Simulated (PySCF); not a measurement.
C2H2Cl2, SMILES Cl/C=C/Cl.

Geometry: PBE-D3(BJ)/def2-SVP.

Calculation: TDDFT-M06-2X/def2-SVPD in PySCF 2.14.0.

Vertical excitations. Isolated molecule, no solvent. State labels are in the subgroup C2h.

### Question
Give excitation energies, oscillator strengths and character. (Estimate from the structure and the level; the computed values follow.)

### Answer

```
state  symmetry  energy (eV)  λ (nm)      f                                                            main pairs
-----  --------  -----------  ------  -----  --------------------------------------------------------------------
S1           Bg         5.92     209  0.000                                                      HOMO→LUMO+1 85 %
S2           Bu         6.28     197  0.329                                                        HOMO→LUMO 98 %
S3           Au         6.88     180  0.000                                                      HOMO→LUMO+2 83 %
S4           Bg         7.14     174  0.000                                                      HOMO−1→LUMO 96 %
S5           Bg         7.49     166  0.000                                                      HOMO→LUMO+3 96 %
S6           Au         7.52     165  0.004                                    HOMO−2→LUMO 73 %, HOMO→LUMO+4 18 %
S7           Au         7.56     164  0.005  HOMO→LUMO+4 51 %, HOMO−2→LUMO 26 %, HOMO→LUMO+9 8 %, HOMO→LUMO+2 8 %
S8           Bu         7.77     160  0.010                                                    HOMO−1→LUMO+1 72 %
S9           Ag         7.89     157  0.000                                                    HOMO−2→LUMO+1 68 %
S10          Ag         8.31     149  0.000                                    HOMO→LUMO+5 79 %, HOMO−3→LUMO 19 %
T1           Bu         4.09     303      0                                                        HOMO→LUMO 94 %
T2           Bg         5.53     224      0                                                      HOMO→LUMO+1 82 %
T3           Au         6.64     187      0                                    HOMO→LUMO+2 64 %, HOMO→LUMO+9 12 %
T4           Bg         7.03     176      0                                                      HOMO−1→LUMO 95 %
```
Triplets are in the Tamm–Dancoff approximation, which puts them higher than full response would, so one can lie above its singlet here.
